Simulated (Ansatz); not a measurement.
**Nudged elastic band run: Al₁₆Si**

input.yaml

```yaml
crystal:
  lattice:
    - [5.727565, 0.0, 0.0]
    - [2.863782, 4.960217, 0.0]
    - [0.0, 0.0, 19.014806]
  atoms:
    - { symbol: Al, position: [0.0, 0.0, 0.0525906] }
    - { symbol: Al, position: [0.5, 0.0, 0.0525906] }
    - { symbol: Al, position: [0.0, 0.5, 0.0525906] }
    - { symbol: Al, position: [0.5, 0.5, 0.0525906] }
    - { symbol: Al, position: [0.16236058, 0.16846922, 0.17153181] }
    - { symbol: Al, position: [0.66913306, 0.16847844, 0.17153811] }
    - { symbol: Al, position: [0.16678068, 0.66641307, 0.17287452] }
    - { symbol: Al, position: [0.66899384, 0.66196616, 0.17144077] }
    - { symbol: Al, position: [-0.16647781, 0.33290306, 0.28962058] }
    - { symbol: Al, position: [0.33559997, 0.32870353, 0.28803636] }
    - { symbol: Al, position: [-0.17028768, 0.83443055, 0.28783835] }
    - { symbol: Al, position: [0.33577161, 0.8344412, 0.28782376] }
    - { symbol: Al, position: [0.01301981, -0.02602986, 0.40637325] }
    - { symbol: Al, position: [0.49987751, 0.00030773, 0.40715959] }
    - { symbol: Al, position: [0.01159309, 0.51161351, 0.40697603] }
    - { symbol: Al, position: [0.47657883, 0.51172555, 0.40693484] }
    - { symbol: Si, position: [0.83533699, 0.32880505, 0.49400605] }
basis:
  ecutwfc: 420.0
kpoints:
  mp_grid: { grid: [4, 4, 1] }
hamiltonian:
  xc: lda
scf:
  occupations: { method: gaussian, width: 0.05 }
  lower_state_search: "off"
neb:
  images: 5
  f_tol: 0.05
  initial_path: idpp
  max_iterations: 80
  optimiser: lbfgs
  constraints: [{ sites: [0, 1, 2, 3] }]
  final_atoms:
    - { symbol: Al, position: [0.0, 0.0, 0.0525906] }
    - { symbol: Al, position: [0.49999999, 4.0e-08, 0.0525906] }
    - { symbol: Al, position: [4.0e-08, 0.5, 0.0525906] }
    - { symbol: Al, position: [0.50000002, 0.50000003, 0.0525906] }
    - { symbol: Al, position: [0.16823986, 0.16823986, 0.17155785] }
    - { symbol: Al, position: [0.66352031, 0.16823989, 0.17155785] }
    - { symbol: Al, position: [0.16823988, 0.66352032, 0.17155785] }
    - { symbol: Al, position: [0.66666669, 0.66666671, 0.17055296] }
    - { symbol: Al, position: [-0.16967193, 0.3393439, 0.28700626] }
    - { symbol: Al, position: [0.33333335, 0.33333336, 0.28605707] }
    - { symbol: Al, position: [-0.16967191, 0.83032805, 0.28700626] }
    - { symbol: Al, position: [0.33934394, 0.83032807, 0.28700626] }
    - { symbol: Al, position: [0.0, 0.0, 0.40344311] }
    - { symbol: Al, position: [0.49150317, 0.01699367, 0.40528368] }
    - { symbol: Al, position: [0.01699367, 0.49150318, 0.40528368] }
    - { symbol: Al, position: [0.4915032, 0.49150321, 0.40528368] }
    - { symbol: Si, position: [0.66666669, 0.66666671, 0.49532762] }
  order_check: true
```

Command:

```bash
$ ansatz run input.yaml --threads 2 --pin off --max-ram 5120MiB --backend cpu --events-out ev --progress --plain --runs-dir out
```

Output, in part (warnings, iteration lines):

```
NEB end point (image 0): max|allowed force component| = 2.297e-2 eV/Å (the criterion of neb.relax_end_points is 1.000e-2)
NEB end point (image 6): max|allowed force component| = 5.615e-3 eV/Å (the criterion of neb.relax_end_points is 1.000e-2)
NEB iter   1: max|band force component| = 8.546e-1 eV/Å  barrier→ = 0.4727 eV  barrier← = 0.3494 eV  Δτ_max = 0.0165 Å  (65 SCF iters)
NEB iter   2: max|band force component| = 8.011e-1 eV/Å  barrier→ = 0.4365 eV  barrier← = 0.3132 eV  Δτ_max = 0.2000 Å  (30 SCF iters)
NEB iter   3: max|band force component| = 7.244e-1 eV/Å  barrier→ = 0.2436 eV  barrier← = 0.1202 eV  Δτ_max = 0.0637 Å  (41 SCF iters)
NEB iter   4: max|band force component| = 2.099e-1 eV/Å  barrier→ = 0.1922 eV  barrier← = 0.0689 eV  CI = image 4  Δτ_max = 0.0041 Å  (34 SCF iters)
NEB iter   5: max|band force component| = 1.991e-1 eV/Å  barrier→ = 0.1910 eV  barrier← = 0.0677 eV  CI = image 4  Δτ_max = 0.0377 Å  (25 SCF iters)
NEB iter   6: max|band force component| = 1.341e-1 eV/Å  barrier→ = 0.1819 eV  barrier← = 0.0586 eV  CI = image 4  Δτ_max = 0.0309 Å  (35 SCF iters)
NEB iter   7: max|band force component| = 1.389e-1 eV/Å  barrier→ = 0.1781 eV  barrier← = 0.0548 eV  CI = image 4  Δτ_max = 0.0030 Å  (31 SCF iters)
NEB iter   8: max|band force component| = 1.239e-1 eV/Å  barrier→ = 0.1779 eV  barrier← = 0.0546 eV  CI = image 4  Δτ_max = 0.0180 Å  (25 SCF iters)
NEB iter   9: max|band force component| = 3.939e-2 eV/Å  barrier→ = 0.1771 eV  barrier← = 0.0537 eV  CI = image 4  Δτ_max = 0.0293 Å  (31 SCF iters)
NEB iter  10: max|band force component| = 5.353e-2 eV/Å  barrier→ = 0.1758 eV  barrier← = 0.0525 eV  CI = image 4  Δτ_max = 0.0407 Å  (6 SCF iters)
NEB iter  11: max|band force component| = 1.818e-2 eV/Å  barrier→ = 0.1757 eV  barrier← = 0.0524 eV  CI = image 4  Δτ_max = 0.0000 Å  (223 SCF iters)
```

It converged. The band force fell under the threshold earlier too, but the program's further tests of the path sent the band on. By the program's own check the climbing image is a first-order saddle point (lowest curvatures found: -0.97 and 0.14 eV/Å²). Limits of this set-up: coarse k mesh, thin slab, slab without dipole correction.

Final band (atoms are numbered from 1 in the order of the input):

```tsv
image	path coordinate (Å)	energy (eV)	Al13–Si17 (Å)	Al14–Si17 (Å)
0	0.00	0.000	2.42	3.68
1	0.32	0.017	2.47	3.50
2	0.64	0.079	2.57	3.15
3	0.96	0.140	2.77	2.83
4	1.29	0.176	3.08	2.63
5	1.63	0.146	3.44	2.51
6	1.97	0.123	3.74	2.44
```

The run took 5.4 min on 2 threads of Intel(R) Xeon(R) 6975P-C (Granite Rapids), with other jobs on the host, peak memory 1.5 GiB.
